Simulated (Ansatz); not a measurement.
Stepwise reaction of `C=[CH][SnH]([Cl])[Cl]` with hydrogen, as a gas-phase model of exchange steps in deposition or etching. ΔE in kJ/mol; ΔG adds harmonic PBE0-D4 terms to CCSD(T)/CBS, at 1 bar.

Computed with Ansatz on PBE0-D4/def2-TZVP structures; ΔE is electronic, products minus reactants. CBS: MP2 limit from def2 TZ/QZ plus the TZ coupled-cluster correction, frozen cores. This one scheme is used for every species. Functionals use def2-TZVPP. B3LYP here is the variant with VWN-RPA as its local correlation; programs differ in this. def2 core potentials past Kr. For Sn outer-core shells are correlated without core-valence functions, which leaves a few kJ/mol of doubt a bond. Each species was taken in one conformer, which may not be the lowest.

```tsv
step	reaction	PBE-D4	B3LYP-D4	ωB97M-V	CCSD(T)/CBS	ΔG(400 K)
1	`C=[CH][SnH]([Cl])[Cl]` + H₂ → `C=[CH][SnH2][Cl]` + HCl	79.8	81.0	77.4	82.0	74.9
```

Question: Give the row of step 2, `C=[CH][SnH2][Cl]` + H₂ → `C=[CH][SnH3]` + HCl. (Estimate.)

Answer: The calculation gave: 
```tsv
step	reaction	PBE-D4	B3LYP-D4	ωB97M-V	CCSD(T)/CBS	ΔG(400 K)
2	`C=[CH][SnH2][Cl]` + H₂ → `C=[CH][SnH3]` + HCl	77.5	80.1	77.0	81.8	76.1
```

Question: By hand: ΔE of the 2 steps together at CCSD(T)/CBS.

Answer: (82.0) + (81.8) = 163.8 kJ/mol, or 81.9 kJ/mol a step.

In ΔE the steps differ by no more than 0.2 kJ/mol. All are uphill at CCSD(T)/CBS. ΔG lies between 74.9 and 76.1 kJ/mol a step. PBE-D4 differs from CCSD(T)/CBS by -4.3 to -2.2 kJ/mol a step. Only this route is followed, and other bonds may react first. Isolated molecules leave out the surface, adducts and barriers. Largest T1 diagnostic: 0.013.
